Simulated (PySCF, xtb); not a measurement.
Be(NH2)(SMe) (CH5BeNS), SMILES C[S][Be][NH2].

GFN2-xTB (xtb) at its own geometry gives an orbital gap of 4.23 eV and a dipole moment of 3.47 D.

The structure is a stationary point at PBE0-D3(BJ)/def2-SVP. Other conformers were not sampled.

**Question.** What does r2SCAN/def2-TZVPD run with PySCF give? (The exact figures need the calculation; the answer reports its results.)

**Answer.** gap 5.30 eV (levels -5.87 and -0.57 eV), dipole 2.05 D.
